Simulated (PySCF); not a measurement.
## Calculated data, BClFH₂O, AlBH₄O, AlBClH₃O, Al₂BH₄O and others

All values are calculated (PySCF 2.14.0). Calculation on a computer-drawn molecule: the log of a Hartree-Fock and frozen-core CCSD(T) single point meant for a local Hartree-Fock minimum, with one planted fault or none, to be diagnosed. Offsets are logged minus clean, where the clean run is the same molecule without the fault. The reference is restricted for singlets and unrestricted otherwise, and also for a bond in bohr or an excited solution. Adding or removing an electron swaps singlet and doublet. The excited solution moves the top pair (singlet) or top alpha electron (doublet) to the lowest empty orbital. Highest occupied and lowest empty are orbital energies over both spins, largest force is the largest gradient component, triples share is (T) over the correlation energy, the T1 limit is 0.02 restricted and 0.045 unrestricted, electrons count all cores, a negative frequency is imaginary (commonest isotopes), and the dipole is about the centre of nuclear charge.

Common to all runs: logged SCF converged yes; possible faults no fault, one electron removed, one electron added, multiplicity raised by two, geometry at a saddle point, SCF held on an excited solution, minimal basis STO-3G, one bond length entered in bohr, all coordinates scaled.

(1) BClFH₂O

Logged structure:
```xyz
6
BClFH2O
O     -2.6203     1.3279    -1.7910
B     -1.2724     1.5251    -2.1291
F     -1.1354     2.3521    -3.2219
Cl    -0.4204     2.6648    -0.4144
H     -2.6854     0.9467    -0.9334
H     -0.5071     0.5890    -2.1011
```

* meant charge: -1
* meant multiplicity: 1
* meant basis: aug-cc-pV(D+d)Z
* logged electrons: 42
* logged basis functions: 119
* logged spin squared: 0
* logged highest occupied: -5.6313 eV
* logged lowest empty: 4.1517 eV
* logged largest force: 4.006e-05 hartree/bohr
* logged lowest frequency: 99.611 cm⁻¹
* logged T1 diagnostic: 0.013474
* logged D1 diagnostic: 0.040386
* logged triples share: 0.027281
* logged CC converged: yes
* logged dipole magnitude: 2.2274 debye
* logged SCF stable within its kind: yes
* logged energy HF: -659.86376 hartree
* logged energy CCSD(T): -660.57297 hartree
* planted fault: no fault
* HF energy offset from clean run: 0 kcal/mol
* CCSD(T) energy offset from clean run: 0 kcal/mol

Drawn bonds:
```csv
atom,other atom,order
1,2,1
2,3,1
2,4,1
1,5,1
2,6,1
```

(2) AlBH₄O

Logged structure:
```xyz
7
AlBH4O
O     -1.8624    -1.9983     3.0897
B     -1.1154    -1.2578     2.2315
Al    -2.1277     0.1985     0.9860
H     -1.3607    -2.6146     3.6038
H      0.0822    -1.4572     2.2134
H     -2.3370     1.7007     1.4622
H     -2.6791    -0.1786    -0.4566
```

* meant charge: 0
* meant multiplicity: 1
* meant basis: cc-pV(D+d)Z
* logged electrons: 31
* logged basis functions: 71
* logged spin squared: 0.7665
* logged highest occupied: 0.45737 eV
* logged lowest empty: 7.4426 eV
* logged largest force: 0.015002 hartree/bohr
* logged T1 diagnostic: 0.016617
* logged D1 diagnostic: 0.051132
* logged triples share: 0.024533
* logged CC converged: yes
* logged dipole magnitude: 7.5325 debye
* logged SCF stable within its kind: yes
* logged energy HF: -343.77605 hartree
* logged energy CCSD(T): -344.17409 hartree
* planted fault: one electron added
* HF energy offset from clean run: 19.88 kcal/mol
* CCSD(T) energy offset from clean run: 10.09 kcal/mol

Drawn bonds:
```csv
atom,other atom,order
1,2,1
2,3,1
1,4,1
2,5,1
3,6,1
3,7,1
```

Notes: highest electron not bound in this basis.

(3) AlBClH₃O

Logged structure:
```xyz
7
AlBClH3O
O     -2.3059    -2.4196    -2.8647
B     -1.8971    -2.2168    -1.5904
Al    -0.1681    -0.9638    -1.2829
Cl     1.6693    -1.9086    -0.7467
H     -3.0592    -2.9877    -2.9447
H     -2.5130    -2.7504    -0.6952
H     -0.0856     0.6068    -1.3930
```

* meant charge: 0
* meant multiplicity: 1
* meant basis: cc-pV(D+d)Z
* logged electrons: 46
* logged basis functions: 89
* logged spin squared: 2.0083
* logged highest occupied: -6.354 eV
* logged lowest empty: -0.96918 eV
* logged largest force: 0.02819 hartree/bohr
* logged T1 diagnostic: 0.032912
* logged D1 diagnostic: 0.16816
* logged triples share: 0.025529
* logged CC converged: yes
* logged dipole magnitude: 2.1433 debye
* logged SCF stable within its kind: yes
* logged energy HF: -802.69046 hartree
* logged energy CCSD(T): -803.19993 hartree
* planted fault: multiplicity raised by two
* HF energy offset from clean run: 83.01 kcal/mol
* CCSD(T) energy offset from clean run: 88.61 kcal/mol

Drawn bonds:
```csv
atom,other atom,order
1,2,1
2,3,1
3,4,1
1,5,1
2,6,1
3,7,1
```

(4) Al₂BH₄O

Logged structure:
```xyz
8
Al2BH4O
O     -0.0118     1.8057    -2.5321
B     -0.0240     0.7663    -1.7426
Al    -0.0507    -0.8196    -0.4389
Al     0.7951    -0.2996     1.9594
H      0.7782     1.9444    -3.0415
H     -0.5972    -2.1634    -1.0806
H      1.3556     1.1469     2.3190
H      0.8105    -2.2922     4.2077
```

- meant charge: 0
- meant multiplicity: 2
- meant basis: cc-pV(D+d)Z
- logged electrons: 43
- logged basis functions: 94
- logged spin squared: 1.5723
- logged highest occupied: -6.9454 eV
- logged lowest empty: 0.34791 eV
- logged largest force: 0.0076741 hartree/bohr
- logged T1 diagnostic: 0.052479
- logged D1 diagnostic: 0.22544
- logged triples share: 0.033162
- logged CC converged: yes
- logged dipole magnitude: 4.0042 debye
- logged SCF stable within its kind: yes
- logged energy HF: -585.59719 hartree
- logged energy CCSD(T): -586.02518 hartree
- planted fault: one bond length entered in bohr, row 7 of the drawn bonds
- HF energy offset from clean run: 59.05 kcal/mol
- CCSD(T) energy offset from clean run: 64.93 kcal/mol

Drawn bonds:
```csv
atom,other atom,order
1,2,1
2,3,1
3,4,1
1,5,1
3,6,1
4,7,1
4,8,1
```

Notes: T1 above single-reference limit.

(5) Al₂BH₄O

Logged structure:
```xyz
8
Al2BH4O
O     -0.0118     1.8057    -2.5321
B     -0.0240     0.7663    -1.7426
Al    -0.0507    -0.8196    -0.4389
Al     0.7951    -0.2996     1.9594
H      0.7782     1.9444    -3.0415
H     -0.5972    -2.1634    -1.0806
H      1.3556     1.1469     2.3190
H      0.8033    -1.3541     3.1492
```

* meant charge: 0
* meant multiplicity: 2
* meant basis: cc-pV(D+d)Z
* logged electrons: 43
* logged basis functions: 94
* logged spin squared: 0.7601
* logged highest occupied: -3.7675 eV
* logged lowest empty: -1.8896 eV
* logged largest force: 0.04315 hartree/bohr
* logged dipole magnitude: 9.0165 debye
* logged SCF stable within its kind: no
* logged energy HF: -585.59238 hartree
* planted fault: SCF held on an excited solution
* HF energy offset from clean run: 62.07 kcal/mol

Drawn bonds:
```csv
atom,other atom,order
1,2,1
2,3,1
3,4,1
1,5,1
3,6,1
4,7,1
4,8,1
```

Notes: coupled-cluster numbers left out as unreliable.

(6) CH₄AlO

Logged structure:
```xyz
7
CH4AlO
O     -2.4736    -2.1530    -2.7550
C     -1.5026    -2.2194    -1.8064
Al    -0.7143    -0.6168    -1.0855
H     -2.7608    -3.0172    -3.0095
H     -1.2354    -3.2371    -1.5157
H      0.4086    -0.7996     0.0136
H     -1.1772     0.8089    -1.5783
```

* meant charge: 0
* meant multiplicity: 2
* meant basis: cc-pV(D+d)Z
* logged electrons: 32
* logged basis functions: 71
* logged spin squared: 0
* logged highest occupied: -0.14651 eV
* logged lowest empty: 7.9584 eV
* logged largest force: 0.040075 hartree/bohr
* logged T1 diagnostic: 0.017185
* logged D1 diagnostic: 0.059096
* logged triples share: 0.032422
* logged CC converged: yes
* logged dipole magnitude: 4.3282 debye
* logged SCF stable within its kind: yes
* logged energy HF: -356.88509 hartree
* logged energy CCSD(T): -357.35151 hartree
* planted fault: one electron added
* HF energy offset from clean run: 25.61 kcal/mol
* CCSD(T) energy offset from clean run: -4.712 kcal/mol

Drawn bonds:
```csv
atom,other atom,order
1,2,1
2,3,1
1,4,1
2,5,1
3,6,1
3,7,1
```
